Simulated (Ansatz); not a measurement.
A nudged elastic band was laid between two geometries of H6LiSi3 (10 atoms, charge 1, multiplicity 1).

Level of theory: RKS PBE/def2-SVP in Ansatz 0.2.0.

* movable images: 5
* climbing image: yes
* spring: 5.0 eV/Å²
* optimiser: quadratic models (default)
* start path: through a guess of the saddle point
* force threshold: 0.03 eV/Å
* iteration limit: 60
* end points: relaxed

First end point:

```xyz
10
Properties=species:S:1:pos:R:3
Li -3.306 -0.460 -1.544
Si -0.964 -0.083 -0.493
Si 0.648 1.623 -0.839
Si 0.052 -1.485 1.132
H 1.905 0.907 -1.262
H 0.850 2.246 0.519
H 0.220 2.639 -1.854
H 0.101 -2.851 0.495
H 1.412 -1.023 1.562
H -0.918 -1.514 2.285
```

Last end point:

```xyz
10
Properties=species:S:1:pos:R:3
Li -3.549 -0.094 -0.960
Si -1.039 0.030 -0.314
Si 0.603 1.690 -0.734
Si 0.145 -1.625 0.910
H 1.090 2.111 0.629
H 0.074 2.855 -1.516
H 1.708 0.979 -1.472
H -0.009 -2.891 0.107
H 1.588 -1.287 1.142
H -0.610 -1.768 2.207
```

Question: Which bonds break or form, and what moves?

Answer: No bond is made or broken. The dihedral Si4–Si2–Si3–H7 goes from 180 to 58°. The two ends are copies of one structure, up to a mirror image or an exchange of like atoms.

Question: What energy profile does the band end with?

Answer: The run converged. The highest image is number 3 of 0 to 6, 0.3 kcal/mol above the ends, which have the same energy within 2 meV. A structure lower than the first end lies on the path between it and the top, so the climb from that side starts below the end, which may itself be a saddle point or a shallow side well. A structure lower than the last end lies on the path between it and the top, so the climb from that side starts below the end, which may itself be a saddle point or a shallow side well. A vibrational analysis at the climbing image gives 2 clearly imaginary modes (113i, 72i cm⁻¹): a point of higher order, so a lower path passes nearby.

```json
{"image": "0", "path coordinate (Å)": "0.00", "energy (kcal/mol)": "0.0", "dihedral Si4–Si2–Si3–H7 (°)": "180"}
{"image": "1", "path coordinate (Å)": "0.80", "energy (kcal/mol)": "-0.1", "dihedral Si4–Si2–Si3–H7 (°)": "166"}
{"image": "2", "path coordinate (Å)": "1.61", "energy (kcal/mol)": "0.0", "dihedral Si4–Si2–Si3–H7 (°)": "146"}
{"image": "3", "path coordinate (Å)": "2.41", "energy (kcal/mol)": "0.3", "dihedral Si4–Si2–Si3–H7 (°)": "123"}
{"image": "4", "path coordinate (Å)": "3.24", "energy (kcal/mol)": "0.0", "dihedral Si4–Si2–Si3–H7 (°)": "99"}
{"image": "5", "path coordinate (Å)": "4.07", "energy (kcal/mol)": "-0.1", "dihedral Si4–Si2–Si3–H7 (°)": "78"}
{"image": "6", "path coordinate (Å)": "4.89", "energy (kcal/mol)": "0.0", "dihedral Si4–Si2–Si3–H7 (°)": "58"}
```

Question: What is the geometry of the highest image?

Answer: 
```xyz
10
Properties=species:S:1:pos:R:3:forces:R:3
Li -3.386 -0.041 -1.140 0.00 0.00 0.00
Si -0.927 -0.014 -0.310 0.00 0.00 0.00
Si 0.661 1.692 -0.761 0.00 0.01 0.00
Si 0.112 -1.682 1.021 0.00 -0.01 0.01
H 2.010 1.443 -0.157 0.00 0.00 0.00
H 0.035 2.958 -0.233 0.00 -0.01 0.00
H 0.727 1.772 -2.266 0.00 0.00 0.00
H -0.045 -2.962 0.239 0.00 0.01 0.00
H 1.548 -1.397 1.341 0.00 0.00 0.00
H -0.734 -1.766 2.266 0.00 0.00 0.00
```

The band took 6 iterations and roughly 2.6 core-minutes.

Time of the run: 83 s on 2 threads of AMD EPYC 7B13 (Zen 3) (shared host), peak memory 0.16 GiB.
